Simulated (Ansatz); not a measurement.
Zn8O8H22⁻. Charge -1, multiplicity 2. Geometry PBE-D4/def2-SVP, that of the neutral singlet; atoms count from 1.

Cartesian coordinates in Å:
```
Zn 0.5316 -1.6855 3.6161
O 2.5123 -2.1183 0.8843
O 0.0948 -0.3328 1.7787
Zn 1.5630 0.5758 0.7469
Zn 1.5910 -2.3476 -0.9211
O 1.4674 -0.2660 -1.1819
O 0.4442 2.2773 0.6515
Zn -0.1409 4.0067 -0.5205
Zn 0.1261 0.2058 -2.6303
O 0.6693 3.4931 -2.3513
Zn -1.0170 -1.9925 1.4831
O -0.4328 -2.4856 -0.3980
O -2.8336 -1.1811 1.0269
Zn -1.5603 1.8762 0.2621
Zn -1.6761 -1.5063 -1.7619
O -1.4689 0.5885 -1.3375
H -0.2319 -0.9066 4.7439
H 1.8856 -2.4303 3.1532
H 2.9835 -1.2511 0.9932
H 2.1476 -2.2916 1.8409
H -0.4694 0.3507 2.1951
H 3.1150 0.5512 1.1024
H 2.0666 -3.2986 -2.0620
H 2.3460 -0.0072 -1.5256
H 0.5806 2.7150 1.5157
H 0.4020 5.3606 0.0434
H -1.7255 3.3150 -0.6682
H 0.5659 1.3706 -3.6213
H 1.5786 3.8011 -2.5178
H 0.5909 2.5960 -2.8127
H -0.7511 -2.9775 2.7074
H -0.6362 -3.4337 -0.5315
H -2.7689 -0.1758 1.0626
H -3.1282 -1.4127 0.1006
H -2.4702 1.2989 1.4396
H -0.6074 -1.3046 -3.0777
H -3.1823 -1.9503 -1.5155
H -2.1614 0.9735 -1.9128
```

Single mean-field runs in def2-TZVP are fitted with def2-universal-jkfit. The highest occupied level of the charge -1 doublet lies above zero (up to 1.00 eV). Energy differences disagree on whether the electron is bound (positive means bound): 0.12 eV (vertical, against the charge 0 singlet, at PBE0-D4/def2-TZVP), but -0.75 eV at LC-ωPBE (ω = 0.20 bohr⁻¹)/def2-SVP.

(1) Estimate the Mulliken populations of the heavy atoms from the PBE0/def2-TZVP orbitals of Ansatz.

(2) Where does the spin sit?

(3) And the Mayer bond orders between heavy atoms (over 0.3)?

Answers

(1) 
| atom | charge (e) | spin (α − β) | d electrons |
| --- | --- | --- | --- |
| Zn1 | 0.06 | 0.11 | 10.03 |
| O2 | -0.59 | 0.00 | – |
| O3 | -0.78 | -0.02 | – |
| Zn4 | 0.61 | -0.02 | 10.05 |
| Zn5 | 0.55 | 0.02 | 10.02 |
| O6 | -0.78 | -0.02 | – |
| O7 | -0.78 | -0.03 | – |
| Zn8 | 0.31 | 0.04 | 10.03 |
| Zn9 | 0.28 | 0.19 | 10.03 |
| O10 | -0.58 | -0.01 | – |
| Zn11 | 0.57 | 0.05 | 10.04 |
| O12 | -0.72 | -0.07 | – |
| O13 | -0.56 | 0.00 | – |
| Zn14 | 0.15 | 0.29 | 10.06 |
| Zn15 | 0.05 | 0.35 | 10.03 |
| O16 | -0.75 | -0.03 | – |
Mulliken values depend strongly on the basis.

(2) Summed by element: Zn 1.02, O -0.17, H 0.15, of 1 unpaired in all. Largest on single atoms: Zn15 0.35, Zn14 0.29, Zn9 0.19.

(3) O2–Zn5 0.34 (2.04 Å); O3–Zn4 0.33 (2.01 Å); O3–Zn11 0.33 (2.02 Å); Zn4–O7 0.30 (2.04 Å); O6–Zn9 0.33 (2.03 Å); Zn9–Zn15 0.35 (2.63 Å); Zn11–O12 0.32 (2.03 Å); Zn11–O13 0.37 (2.04 Å).
